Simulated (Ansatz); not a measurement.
Relaxation of the cluster VSe₂ with UKS PBE-D4/def2-TZVP.

```sh
$ ansatz run in.yaml --threads 2 --pin off --events-out ev --progress --plain --max-ram 4352MiB
```

```yaml
crystal:
  periodic: [false, false, false]
  atoms:
    - {symbol: V, position_ang: [-1.367430, -0.821630, 1.221650]}
    - {symbol: Se, position_ang: [1.687110, 0.237940, -1.013580]}
    - {symbol: Se, position_ang: [-0.319680, 0.583690, -0.208070]}
basis:
  gaussian: {orbitals: def2-TZVP}
magnetization: {spin_polarized: true, initial_magnetization: 1}
hamiltonian: {xc: pbe, dispersion: d4}
scf: {lower_state_search: "off"}
output: {orbitals: {seedname: orbitals}}
relax: {f_tol: 0.02, max_steps: 100}
```

Run time 1.7 min (2 threads of AMD EPYC 7R43 on a shared host).

Positions (Å) and forces (eV/Å) at steps 1, 2, 3, 4, 5, 6, 7, 8, 10 of 10:

```xyz
3
step=1 energy=-156359.8514 eV
V    -1.367   -0.822    1.222    0.043   -0.142    0.068
Se    1.687    0.238   -1.014    1.315   -0.331   -0.461
Se   -0.320    0.584   -0.208   -1.358    0.472    0.393
3
step=2 energy=-156359.9424 eV
V    -1.344   -0.839    1.221    0.191   -0.157    0.002
Se    1.714    0.208   -1.008    0.112   -0.231    0.090
Se   -0.370    0.630   -0.212   -0.303    0.388   -0.092
3
step=3 energy=-156360.1034 eV
V    -1.207   -0.880    1.177    0.536    0.096   -0.336
Se    1.690    0.096   -0.925   -0.980   -0.068    0.544
Se   -0.484    0.784   -0.252    0.444   -0.028   -0.209
3
step=4 energy=-156360.3683 eV
V    -1.028   -0.905    1.101    0.851    0.576   -0.801
Se    1.594   -0.020   -0.802   -1.331   -0.015    0.690
Se   -0.566    0.924   -0.299    0.480   -0.560    0.111
3
step=5 energy=-156360.8323 eV
V    -0.865   -0.896    1.013    1.090    0.644   -0.967
Se    1.464   -0.102   -0.683   -1.061   -0.352    0.766
Se   -0.598    0.998   -0.329   -0.029   -0.291    0.200
3
step=6 energy=-156361.3376 eV
V    -0.699   -0.875    0.914    0.902    0.304   -0.654
Se    1.345   -0.190   -0.566   -0.814   -0.357    0.643
Se   -0.646    1.065   -0.347   -0.087    0.053    0.011
3
step=7 energy=-156361.4809 eV
V    -0.528   -0.862    0.819   -0.926   -0.775    0.967
Se    1.219   -0.278   -0.446    0.851    0.405   -0.692
Se   -0.690    1.140   -0.373    0.075    0.370   -0.274
3
step=8 energy=-156361.5539 eV
V    -0.580   -0.893    0.865    0.094    0.223   -0.190
Se    1.248   -0.241   -0.485   -0.055   -0.070    0.073
Se   -0.668    1.134   -0.380   -0.039   -0.153    0.117
3
step=10 energy=-156361.5575 eV
V    -0.579   -0.881    0.856    0.001    0.000   -0.001
Se    1.251   -0.246   -0.483   -0.001   -0.001    0.001
Se   -0.672    1.126   -0.373    0.000    0.000    0.000
```

The charge 0 doublet is spin-contaminated (final ⟨S²⟩ up to 1.74, 0.75 for a pure state). Another isomer (doublet) lies 0.85 eV lower at PBE0-D4/def2-TZVP; other spin states weren't run for this one.
